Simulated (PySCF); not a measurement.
# Structure elucidation problem

Molecular formula: C₇H₅ClO₂. Simulated spectra:

1H NMR (400 MHz, computed): δ 7.67 (m, 1H), 6.79 (m, 1H), 6.75 (m, 1H), 6.66 (m, 1H), 5.93 (m, 1H).

13C{1H} NMR (computed): δ 165.6 (C), 163.5 (C), 149.7 (C), 131.7 (CH), 131.6 (CH), 128.6 (CH2), 120.3 (CH).

PySCF 2.14.0 with density-fitted response routines calculation with PBE0/pcSseg-1 with gauge-including orbitals and GFN2-xTB structure; in vacuum, one computed conformer, non-relativistic.

Referencing at the same level of theory: 1H (σ = 31.72 ppm), 13C (σ = 186.93 ppm) vs TMS.

Choose the structure that fits.
A. C=Cc1ccc(C(=O)Cl)o1
B. C=Cc1ccoc1C(=O)Cl
C. O=C(O)c1ccc(Cl)cc1

Answers

A. 

Rings plus π bonds: 5 (1 ring in the answer). 7 carbon signals for 7 carbons: no two carbons are equivalent. Carbon types of the structure: 3 × C, 3 × CH, 1 × CH2, which accounts for all hydrogens. δC 165.6, 149.7: substituted aromatic carbon next to the ring oxygen. δC 163.5: carbonyl carbon. δC 131.7: alkene CH; the olefinic region. δC 131.6, 120.3: aromatic CH. δC 128.6: terminal =CH2 carbon; the olefinic region.

The others: O=C(O)c1ccc(Cl)cc1 would give 5 carbon signals, not 7; C=Cc1ccoc1C(=O)Cl has carbons computed at 164.7, 154.3, 145.7, 144.5, 134.9, 129.2, 116.8.

Carbons that carry Cl, above all several Cl atoms, come out too deshielded, partly because spin–orbit coupling is missing. Shifts are as computed. Against solution values, carbons near 30 ppm lie about +3 ppm off and those near 130 ppm about +5 ppm; carbons on Cl a further +6 ppm. Of 1211 compounds with measured shifts, 218 miss one by over three times the rms of a fit or turn the order of signals round; such compounds aren't used in these exercises. No couplings were computed; multiplicities are counted from neighbouring protons, with m where these are inequivalent, close in shift, in a saturated or five-membered ring or joined by F or P, and br s for small geminal =CH2 splittings.
